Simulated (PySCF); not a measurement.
# HgO⁺: energy against distance

Set-up: Hg cc-pVDZ-PP with ECP60, O cc-pVDZ; scalar-relativistic core potentials (PySCF 2.14). Energies in eV from Hg⁺ + O in their ground configurations at the same level. All curves are PBE0. state 1: ²Π (doublet), unpaired electrons π ↑; state 2: ⁴Σ⁻ (quartet), unpaired electrons σ ↑, π ↑↑, a second solution, started from another occupation; state 3: Ms = 0.5 determinant of mixed spin (⟨S²⟩ near 1.8), unpaired electrons σ ↓, π ↑↑, a second solution, started from another occupation; state 4: Ms = 0.5 determinant of mixed spin (⟨S²⟩ near 1.8), unpaired electrons σ ↑, π ↑↓, a mixture of terms (⟨Lz²⟩ = 2.0), a second solution, started from another occupation.

```csv
R (Å),state 1,state 2,state 3,state 4
1.718,-0.0435,2.0062,2.4237,2.8477
1.798,-0.5666,1.1922,1.5747,2.0562
1.878,-0.8384,0.6146,0.9656,1.4984
1.938,-0.9280,0.2898,0.6199,1.1860
1.998,-0.9498,0.0342,0.3459,0.9400
2.058,-0.9265,-0.1682,0.1274,0.7447
2.138,-0.8556,-0.3739,-0.0967,0.5445
2.238,-0.7436,-0.5512,-0.2927,0.3696
2.358,-0.6110,-0.6771,-0.4368,0.2423
2.518,-0.4613,-0.7432,-0.5232,0.1712
```

**Question.** Put a parabola through the three lowest points of the state 1 curve and estimate Re, k and ωe (reduced mass 14.82 u; 1 eV/Å² = 0.16022 mdyn/Å; ωe = 1302.8·√(k/μ) cm⁻¹).

**Answer.** Through R = 1.938, 1.998, 2.058 Å the second-order coefficient is 6.26 eV/Å², so Re ≈ 1.997 Å, k ≈ 2.01 mdyn/Å and ωe ≈ 479 cm⁻¹. A polynomial fit of higher order to the unrounded PBE0 energies gives Re = 1.993 Å, k = 2.07 mdyn/Å, ωe = 486 cm⁻¹; anharmonicity and rounding make the difference.

The higher-order fit for each curve: state 1: Re = 1.993 Å, ωe = 486 cm⁻¹, De = 0.95 eV; state 2: Re = 2.576 Å, ωe = 204 cm⁻¹, minimum 0.75 eV below the ground-state fragments; state 3: Re = 2.628 Å, ωe = 188 cm⁻¹, minimum 0.54 eV below the ground-state fragments; state 4: Re = 2.594 Å, ωe = 196 cm⁻¹, minimum 0.164 eV above the ground-state fragments.

⟨S²⟩ of the unrestricted solution departs from its pure value on part of the curve, where spin states mix. These are scalar-relativistic numbers at best; spin–orbit coupling would shift them, the dissociation energy most. For an ion De counts to the pair picked by the measured ionisation energies or electron affinities, which need not be the lowest pair at this level. The state was picked by a PBE0 search and need not be the measured ground state.
